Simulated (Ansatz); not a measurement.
Saddle point of SiNH₉O₂, singlet (SiH₄O ([OH][SiH3]) + H₂O + NH₃ → SiH₄O₂ ([OH][SiH2][OH]) + NH₃ + H₂; bonds formed: Si1–O7, H2–H8, H6–N9; bonds broken: Si1–H2, H6–O7, H8–N9), PBE0-D4/def2-TZVP structure:

| atom | x (Å) | y (Å) | z (Å) |
| --- | --- | --- | --- |
| Si1 | -1.1773 | -0.1083 | -0.7363 |
| H2 | -0.1884 | -1.1001 | 0.1331 |
| H3 | -1.8629 | 0.9490 | -1.5940 |
| H4 | -2.2884 | -0.3612 | 0.2419 |
| O5 | -0.9620 | -1.1213 | -2.0528 |
| H6 | 0.9311 | 0.8437 | 0.7165 |
| O7 | -0.0538 | 1.1656 | -0.1787 |
| H8 | 0.9540 | -0.7240 | 1.0259 |
| N9 | 1.5205 | 0.1066 | 1.3574 |
| H10 | -0.5095 | -1.9301 | -1.8019 |
| H11 | -0.2809 | 2.0135 | -0.5671 |
| H12 | 2.4961 | 0.0180 | 1.1004 |
| H13 | 1.4214 | 0.2487 | 2.3554 |

Energies are electronic, without zero-point energy. Barriers and step energies count from the start structure reached by relaxing down the imaginary mode; all methods use the PBE0-D4 structures, on which another method's saddle can fall below an end. Program: Ansatz 0.2.0. Basis: def2-TZVPP, with def2-QZVPP for the basis limit. Cores are frozen in the correlated methods. B3LYP uses VWN-RPA correlation. Extrapolation: Hartree–Fock as exp(−7.88 √X), correlation as X^−2.97.

```csv
method,barrier (eV),step energy (eV)
SPW92,0.270,-0.812
PBE-D4,?,-0.870
BLYP-D4,0.929,-0.961
r2SCAN-D4,0.791,-0.966
B97M-V,0.845,-0.930
PBE0-D4,0.847,-0.872
B3LYP-D4,0.988,-0.951
r2SCAN0-D4,0.873,-0.945
BHLYP-D4,1.109,-0.950
CAM-B3LYP-D4,?,-0.951
wB97X-V,1.008,-0.911
wB97M-V,?,-0.908
B2PLYP,1.040,-0.966
PBE-QIDH,0.933,-0.921
RPA on PBE,1.132,-0.915
HF,1.604,-0.974
MP2,0.995,-0.992
CCSD,1.145,-0.920
CCSD(T),1.056,-0.931
```

**Question.** Fill in the withheld barriers. (Judge from chemistry; the value comes from the calculation.)

**Answer.** By the calculation: wB97M-V 0.995; CAM-B3LYP-D4 0.968; PBE-D4 0.742 eV. Each is the energy of the saddle less that of the start structure, by the same method.

For comparison, the barrier by CCSD(T) at an estimated basis limit (MP2 extrapolated from triple and quadruple zeta, plus CCSD(T) − MP2 in triple zeta) is 1.047 eV.

T1 diagnostic: at most 0.012.

Labels in which every atom is bracketed show which atoms are joined, not bond orders.

For scale, one of the runs: CCSD(T)/def2-TZVPP, 261 basis functions, launched by `ansatz run in.yaml --threads 8 --pin off --events-out ev --progress --plain --max-ram 19148MiB`. Hardware: 8 CPU threads of an AMD EPYC 7R43, shared host. Wall time 86 s; peak host memory 6.4 GiB.
